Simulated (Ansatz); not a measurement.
Consider the ligand exchange at the Si–C bond: `N[SiH](C=O)CO` + `[AsH3]` → `N[SiH]([AsH2])C=O` + CH₃OH.

Isolated molecules relaxed with PBE0-D4/def2-TZVP in Ansatz; ΔE leaves out vibrations. CCSD(T)/CBS is the MP2 limit (def2-TZVPP, def2-QZVPP) plus CCSD(T) − MP2 in def2-TZVPP, frozen cores. This one scheme is used for every species. Functionals use def2-TZVPP. B3LYP here is the variant with VWN-RPA as its local correlation; programs differ in this. For As outer-core shells are correlated without core-valence functions, which leaves a few kJ/mol of doubt a bond. Scalar relativity is left out up to krypton. One conformer a species, not always the lowest.

`N[SiH](C=O)CO`:

```xyz
13

N     0.217    0.105   -1.785
Si    0.313    0.576   -0.139
C     2.023    0.109    0.608
O     2.297    0.403    1.747
C    -0.975   -0.447    0.782
O    -2.207   -0.310    0.084
H    -0.690   -0.200   -2.105
H     0.698    0.615   -2.508
H     0.134    2.029    0.140
H     2.761   -0.473    0.002
H    -0.647   -1.495    0.817
H    -1.044   -0.091    1.818
H    -2.880   -0.821    0.539
```

`[AsH3]`:

Cartesian coordinates in Å:
```
As 0.211 0.159 -0.578
H 1.013 0.355 0.700
H -1.043 0.742 0.056
H -0.181 -1.256 -0.178
```

`N[SiH]([AsH2])C=O`:

```xyz
11

N    -1.542   -0.437    0.346
Si   -0.217    0.401   -0.335
As    1.281   -1.003   -1.510
C     0.905    1.319    0.933
O     0.802    1.165    2.125
H    -1.368   -1.255    0.908
H    -2.319    0.089    0.716
H    -0.730    1.442   -1.268
H     0.125   -1.774   -2.130
H     1.366   -1.953   -0.322
H     1.697    2.006    0.538
```

CH₃OH:

```xyz
6

C    -0.064   -0.169   -0.307
O    -0.307    0.260    1.013
H    -0.912   -0.789   -0.602
H     0.846   -0.776   -0.389
H     0.008    0.668   -1.012
H     0.429    0.806    1.296
```

```tsv
level	ΔE (kJ/mol)	difference from CCSD(T)/CBS
PBE-D4	-51.3	-5.4
r2SCAN-D4	-48.1	-2.2
PBE0-D4	-50.6	-4.7
B3LYP-D4	-45.4	0.5
ωB97X-V	-40.6	5.3
ωB97M-V	-40.0	5.9
B2PLYP	-44.3	1.6
PBE	-50.4	-4.5
r2SCAN	-48.1	-2.2
PBE0	-49.6	-3.7
B3LYP	-43.6	2.3
HF/def2-TZVPP	-39.8	6.1
MP2/def2-TZVPP	-48.0	-2.1
SCS-MP2/def2-TZVPP	-44.2	1.7
CCSD/def2-TZVPP	-41.6	4.3
CCSD(T)/def2-TZVPP	-43.0	2.9
HF/def2-QZVPP	-39.3	6.6
MP2/def2-QZVPP	-49.5	-3.6
SCS-MP2/def2-QZVPP	-45.3	0.6
HF/CBS(def2)	-39.3	6.6
MP2/CBS(def2)	-50.9	-5.0
CCSD/CBS(def2)	-44.5	1.4
CCSD(T)/CBS	-45.9	0
```

Largest T1 diagnostic among the species: 0.013.

In def2-TZVPP, CCSD(T) changes the Hartree–Fock value by −3.2 kJ/mol (the triples alone add −1.4 kJ/mol) and MP2 by −8.2 kJ/mol.
